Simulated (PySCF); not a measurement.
# Electron affinity of Cu by level of theory

Cu- [Ar] 3d10 4s2 (1S) → Cu [Ar] 3d10 4s1 (2S), as a difference of total energies. Computed with PySCF 2.14 in aug-cc-pVTZ-PP with one added diffuse shell each of s, p, d, f, g type with ECP10MDF (7s7p6d4f3g, 113 functions), with a scalar-relativistic core potential. Correlated levels: valence: 3s2 3p6 frozen. The calculations carry no spin-orbit coupling.

```json
{"method": "UHF", "electron affinity (eV)": "0.015"}
{"method": "LDA", "electron affinity (eV)": "1.591"}
{"method": "PBE", "electron affinity (eV)": "1.368"}
{"method": "PBE0", "electron affinity (eV)": "1.071"}
{"method": "r2SCAN", "electron affinity (eV)": "1.259"}
{"method": "wB97X", "electron affinity (eV)": "1.296"}
{"method": "LC-wPBE", "electron affinity (eV)": "0.817"}
{"method": "wB97M-V", "electron affinity (eV)": "1.099"}
{"method": "MP2 (valence)", "electron affinity (eV)": "0.898"}
{"method": "SCS-MP2 (valence)", "electron affinity (eV)": "0.943"}
```

Errors of the correlated levels include the incompleteness of this basis and the frozen core.

In the anion the highest occupied orbital energy is positive at LDA, PBE, PBE0, r2SCAN, a self-interaction effect; the basis confines that electron, and the energy difference can still be sensible.

Question: Which method comes closest to the reference value, and which is furthest?

Answer: The reference is 1.236 eV (measured; photodetachment measurements, as compiled on the Wikipedia data page of electron affinities). Closest: r2SCAN (error 0.023 eV); furthest: UHF (error -1.221 eV).
